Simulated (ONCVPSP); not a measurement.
# Reading a pseudo-wave (molybdenum (Mo))

Columns: radius, all-electron u(r) and pseudo u(r) of the 4d shell (level -10.41 eV) of molybdenum in the configuration [Ar] 3d10 4s2 4p6 4d5; PBE, scalar-relativistic, ONCV scheme, ONCVPSP 4.0.1.

```csv
r (bohr),all-electron,pseudo
0.118,-0.1687,0.0024
0.235,-0.3442,0.0179
0.353,-0.2925,0.0571
0.470,-0.1073,0.1242
0.588,0.1139,0.2189
0.705,0.3150,0.3318
0.822,0.4781,0.4521
0.940,0.6003,0.5677
1.058,0.6827,0.6659
1.175,0.7316,0.7378
1.292,0.7549,0.7809
1.410,0.7592,0.7962
1.528,0.7495,0.7875
1.645,0.7303,0.7617
1.763,0.7045,0.7256
1.880,0.6749,0.6862
1.998,0.6426,0.6470
2.115,0.6093,0.6104
2.232,0.5758,0.5759
2.350,0.5422,0.5422
2.468,0.5094,0.5094
2.585,0.4778,0.4778
2.702,0.4474,0.4474
2.820,0.4180,0.4180
2.938,0.3901,0.3901
3.055,0.3637,0.3637
```

(1) How many radial nodes do the two functions have?

(2) At about which radius was the pseudo-wave matched?

(3) Where does each function peak?

(4) Is the pseudo-wave norm-conserving?

Results:

(1) The all-electron 4d function has n − l − 1 = 1; the pseudo-wave has 0, since the states of the same l below it are removed with the core.

(2) 2.35 bohr. The columns agree to 0.0005 from 2.23 bohr on; several derivatives are matched, so the curves merge somewhat inside the radius.

(3) Outermost all-electron maximum near 1.41 bohr, pseudo maximum near 1.41 bohr (to the table’s step).

(4) Yes: the ONCV scheme keeps the norm inside the radius equal to the all-electron one, which fixes the energy derivative of the logarithmic derivative at the level.
